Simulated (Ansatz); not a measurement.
`F[Si](S)(S)S` → F• + 3 H• + 3 S• + Si•  (atomization)

Program: Ansatz. Geometries: PBE0-D4/def2-TZVP. ΔE: electronic, gas phase. CBS: MP2 limit from def2 TZ/QZ plus the TZ coupled-cluster correction, frozen cores. This one scheme is used for every species, atoms too. Functionals use def2-TZVPP. Open shells (•) are unrestricted, without spin–orbit coupling. Spin–orbit coupling would lower the free atoms: a little for F, S, Si. Each species was taken in one conformer, which may not be the lowest.

`F[Si](S)(S)S`:

```xyz
8

F    -0.274   -0.169    1.604
Si   -0.006   -0.004    0.040
S    -1.000    1.721   -0.664
S    -0.734   -1.704   -0.981
S     2.069    0.188   -0.301
H    -0.480    2.514    0.291
H    -1.948   -1.635   -0.403
H     2.374   -0.911    0.415
```

(1) What is ΔE at CCSD(T)/CBS? (An estimate is asked.)

(2) What do these levels give: LDA (SPW92), r2SCAN0-D4, ωB97M-V, BLYP, r2SCAN, CCSD(T)/def2-TZVPP? (Best estimate.)

Largest T1 diagnostic among the species: 0.012.

Answers

(1) Computed: +637.6 kcal/mol.

(2) Computed: LDA (SPW92) 734.2, r2SCAN0-D4 627.3, ωB97M-V 642.1, BLYP 612.9, r2SCAN 638.8, CCSD(T)/def2-TZVPP 613.1 kcal/mol.

From BLYP to BHLYP (50 % exact exchange), in def2-TZVPP and without D4, ΔE moves by −12.5 kcal/mol: exact exchange takes away binding that semilocal exchange gives to molecules. In def2-TZVPP, CCSD(T) changes the Hartree–Fock value by +167.6 kcal/mol (the triples alone add +12.9 kcal/mol) and MP2 by +183.8 kcal/mol; breaking electron pairs costs correlation energy, which Hartree–Fock lacks. The D4 term adds +11.4 kcal/mol with B3LYP and +5.9 kcal/mol with PBE0; it sums over pairs of atoms, weighted by their polarisabilities, and B3LYP, whose exchange is more repulsive, gets the larger term.

B3LYP here is the variant with VWN-RPA as its local correlation; programs differ in this.

For atomizations the MP2-based limit and the directly extrapolated one differ by several kJ/mol either way, and by 10 to 25 for some Ge, Se and Sn compounds, so smaller differences from it don't rank the levels.
